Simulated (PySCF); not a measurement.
Compound: C6H11BO2.
SMILES with atom numbers: `[CH2:1]=[CH:2][CH2:3][C@@H:4]1[CH2:5][CH2:6][O:7][BH:8][O:9]1`

Geometry (PBE0-D3(BJ)/def2-SVP, Å), atoms numbered from 1 in this order:
```xyz
20
C6H11BO2 angstrom
C      3.3091    0.1749    0.1853
C      2.1752    0.2263   -0.5152
C      0.9881    1.0631   -0.1571
C     -0.1915    0.2553    0.3745
C     -0.7470   -0.7633   -0.6080
C     -2.0071   -1.3929   -0.0473
O     -2.9405   -0.4166    0.3613
B     -2.5163    0.8196    0.7290
O     -1.2049    1.1767    0.7478
H      4.1420   -0.4644   -0.1190
H      3.4488    0.7790    1.0880
H      2.0878   -0.3930   -1.4168
H      0.6347    1.6283   -1.0372
H      1.2558    1.8030    0.6127
H      0.1394   -0.2757    1.2873
H     -0.9752   -0.2564   -1.5624
H      0.0003   -1.5432   -0.8192
H     -2.4958   -2.0325   -0.7988
H     -1.7613   -2.0368    0.8163
H     -3.3404    1.6380    1.0514
```

Probes without a nucleus sit at each ring's centroid and 1 Å off its mean plane on both sides; NICS is minus the shielding there, NICSzz its component along the normal. Level: GIAO PBE/pcSseg-1 (PySCF, non-relativistic, gas phase) on the PBE0-D3(BJ)/def2-SVP geometry, one conformer.

Ring bond lengths (Å): C4–C5 1.520, C5–C6 1.516, C6–O7 1.411, O7–B8 1.358, B8–O9 1.359, O9–C4 1.420.

Question: Give the NICS values of each ring in ppm.

Answer: 
```json
{"ring": "C4–C5–C6–O7–B8–O9", "type": "6-membered ring with B and 2 O; formal bonds all single", "NICS(0)": "-1.1", "NICS(1), two faces": "-2.4 / -0.3", "NICS(1)zz, two faces": "1.1 / 1.7", "rms pucker (Å)": "0.19", "centre to ring atoms, mean (Å)": "1.40"}
```

Question: What can be read from them?

Answer: 
- C4–C5–C6–O7–B8–O9: mean NICS(1)zz 1.4 ppm, near zero. C4, C5, C6 have four or more neighbours, and the NICS criterion for π rings isn't applied.

Question: At the first NICS(1) probe listed for ring C4–C5–C6–O7–B8–O9, 1 Å off the ring, what do the in-plane components average?

Answer: The isotropic value is a third of the trace: (3 × -2.4 − (1.1))/2 = -4.1 ppm.

Question: How do the values depend on the level or the medium?

Answer: 
```json
{"level": "PBE/pcSseg-1, gas", "NICS(0), C4–C5–C6–O7–B8–O9": "-1.1", "mean NICS(1)zz, C4–C5–C6–O7–B8–O9": "1.4"}
{"level": "PBE0/pcSseg-1, gas", "NICS(0), C4–C5–C6–O7–B8–O9": "-1.4", "mean NICS(1)zz, C4–C5–C6–O7–B8–O9": "1.2"}
{"level": "PBE0/pcSseg-1, IEF-PCM chloroform", "NICS(0), C4–C5–C6–O7–B8–O9": "-1.4", "mean NICS(1)zz, C4–C5–C6–O7–B8–O9": "1.3"}
```

The geometry is the same throughout; the continuum's cavity takes Bondi-type radii × 1.2.
